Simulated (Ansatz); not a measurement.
Geometry optimisation, Ansatz 0.2.0, RHF/def2-SVP.

Input file:

```yaml
crystal:
  periodic: [false, false, false]
  atoms:
    - { symbol: Ta, position_ang: [0.0, 0.0, 0.0] }
    - { symbol: Cl, position_ang: [2.82, 0.0, 0.0] }
    - { symbol: F, position_ang: [0.0, 0.0, 1.93] }
    - { symbol: F, position_ang: [0.0, 0.0, -1.93] }
    - { symbol: F, position_ang: [-0.965, 1.6714, 0.0] }
    - { symbol: F, position_ang: [-0.965, -1.6714, 0.0] }
    - { symbol: O, position_ang: [0.7315, -1.8635, 1.1725] }
    - { symbol: Si, position_ang: [0.0634, -3.4003, 1.0536] }
    - { symbol: H, position_ang: [0.9318, -4.2477, 0.2415] }
    - { symbol: H, position_ang: [-0.0701, -3.9782, 2.3876] }
    - { symbol: H, position_ang: [-1.2529, -3.3124, 0.428] }
    - { symbol: H, position_ang: [1.9721, -1.3075, 0.8227] }
basis:
  gaussian: { orbitals: def2-SVP }
hamiltonian:
  xc: hf
relax:
  f_tol: 0.15
  max_steps: 25
  restrain:
    - { distance: [0, 6], at: 3.22, k: 30.0 }
    - { distance: [11, 1], at: 2.57, k: 30.0 }
    - { distance: [0, 1], at: 2.47, k: 30.0 }
    - { distance: [11, 6], at: 1.01, k: 30.0 }
```

Run as:

```bash
$ ansatz run input.yaml --threads 4 --pin off --max-ram 5120MiB --backend cpu --events-out ev --progress --plain --runs-dir out
```

Question: Where does it end, and by what steps?

Answer: The forces met the threshold. The restraints hold the end off the free minimum. After 11 steps the energy has fallen by 5.966 eV (the restraints' own energy left out); F6 moved furthest, 1.24 Å. Parted: Ta1–O7 (2.32 → 3.20 Å). Joined: O7–H12 (1.40 → 0.97 Å).

```csv
step,energy less start (eV),largest force component (eV/Å),accepted
0,0.0000,7.071,yes
1,-1.8456,6.012,yes
2,-3.1794,5.273,yes
3,-4.2876,3.810,yes
4,-5.1945,1.608,yes
5,-5.5358,1.417,yes
6,-5.6704,1.953,yes
7,-5.8332,1.464,yes
8,-5.9161,1.471,yes
9,-5.8826,2.163,no
10,-5.9489,1.429,yes
11,-5.9656,1.366,yes
```

```xyz
12
Properties=species:S:1:pos:R:3
Ta -0.103 0.536 -0.045
Cl 2.296 0.318 0.267
F -0.276 0.832 1.794
F 0.131 0.080 -1.845
F -0.605 2.251 -0.454
F -1.566 -0.591 0.019
O 0.874 -2.383 0.818
Si 0.308 -3.926 1.104
H 1.175 -4.917 0.432
H 0.280 -4.215 2.554
H -1.056 -3.964 0.551
H 1.807 -2.131 0.909
```

Time of the run: 53 s on 4 threads of Intel(R) Xeon(R) Platinum 8259CL CPU @ 2.50GHz (Skylake/Cascade Lake), on a shared host, peak memory 0.52 GiB.
